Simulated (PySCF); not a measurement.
O2W, SMILES [O]=[W]=[O], multiplicity 1. Atoms are numbered in the order given.

```xyz
3

W      0.0000     0.0000     0.1832
O      0.0000     1.3229    -0.8471
O      0.0000    -1.3229    -0.8471
```
Charge 0, spin multiplicity 1.

The structure is a stationary point at PBE0-D3(BJ)/def2-TZVP. The spin state was assumed, not searched. The def2 effective core potentials stand for the cores of W; spin–orbit coupling is left out.

Method: TDDFT-ωB97X/def2-TZVPD (PySCF 2.14.0).

Vertical excitations. Isolated molecule, no solvent. State labels are in the subgroup C2v.

```tsv
state	symmetry	energy (eV)	λ (nm)	f	main pairs
S1	B1	1.36	912	0.012	HOMO→LUMO 101 %
S2	A1	1.64	755	0.022	HOMO→LUMO+1 97 %
S3	A2	2.80	442	0.000	HOMO→LUMO+2 99 %
S4	B2	3.91	317	0.058	HOMO→LUMO+3 87 %
S5	A2	4.36	285	0.000	HOMO−1→LUMO 95 %
S6	B2	4.79	259	0.012	HOMO−1→LUMO+1 94 %
S7	A1	5.02	247	0.127	HOMO→LUMO+4 69 %, HOMO→LUMO+8 19 %
S8	B1	5.68	218	0.002	HOMO−1→LUMO+2 54 %, HOMO−2→LUMO 33 %
S9	B1	5.81	213	0.005	HOMO−2→LUMO 61 %, HOMO−1→LUMO+2 31 %
S10	A1	5.92	209	0.007	HOMO−3→LUMO 62 %, HOMO−2→LUMO+1 32 %
T1	B1	0.31	3986	0	HOMO→LUMO 96 %
T2	A1	0.74	1673	0	HOMO→LUMO+1 96 %
T3	A2	2.27	546	0	HOMO→LUMO+2 99 %
T4	B2	3.64	341	0	HOMO→LUMO+3 86 %
```
Triplets are in the Tamm–Dancoff approximation, which puts them higher than full response would, so one can lie above its singlet here.
